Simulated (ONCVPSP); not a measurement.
**fluorine (F) ONCV: all-electron and pseudo phase curves**

| Property | Result |
| --- | --- |
| Element | fluorine |
| Generator | ONCVPSP 4.0.1 |
| Type | optimised norm-conserving Vanderbilt (ONCV) |
| Functional | PBEsol |
| Relativity | scalar-relativistic |
| Frozen core | none |
| Valence charge | 9 |
| Reference configuration | 1s2 2s2 2p5 |
| Partial waves | 1s+2s: rc 0.40 bohr, ncon 4, nbas 7, qcut 23.8 1/bohr, 3 projectors, debl 1.2 Ha; 2p: rc 1.40 bohr, ncon 3, nbas 7, qcut 10.6 1/bohr, 2 projectors, debl 1.1 Ha |
| Local potential | polynomial inside 0.30 bohr (lpopt 5, dvloc0 0 Ha) |
| Core correction | none |

The phase is arctan(r·R′/R) of the radial function R(r), unwrapped; energies in Ha, scanned from -12 to 5 Ha. A pole is an energy at which the radial function vanishes at the test radius. The pseudo phase is shifted by a multiple of π to meet the all-electron one at the reference energy, and phase errors are pseudo minus all-electron; the curves can meet again beyond the range given. Levels narrower than the energy grid can be missing from the lists of poles.

For each channel, where are the poles, and over which energies does the pseudopotential scatter like the atom?

```tsv
channel	radius (bohr)	reference energy (Ha)	poles, all-electron	poles, pseudo	unbroken range about the reference energy with phases within 0.05 rad	phase error 1 Ha above the reference energy (rad)
s	0.41	-1.09	none	none	below 1.9	-0.000
p	1.42	-0.41	0.37	0.37	below 2.7	-0.000
```

Note: no bound ghost flagged; GHOST(+) flagged for s at 96.3 eV.

Phases in the p channel:

```
E (Ha)  all-electron  pseudo
-11.96         1.401   1.401
-11.08         1.393   1.393
-10.20         1.384   1.383
 -9.32         1.373   1.373
 -8.44         1.361   1.360
 -7.56         1.345   1.345
 -6.68         1.327   1.326
 -5.80         1.302   1.302
 -4.92         1.270   1.270
 -4.04         1.223   1.223
 -3.16         1.147   1.147
 -2.28         0.995   0.994
 -1.40         0.511   0.510
 -0.52        -0.987  -0.987
  0.36        -1.566  -1.566
  1.24        -1.827  -1.827
  2.12        -2.182  -2.190
  3.00        -3.144  -3.238
  3.88        -4.092  -4.191
  4.76        -4.401  -4.496
```
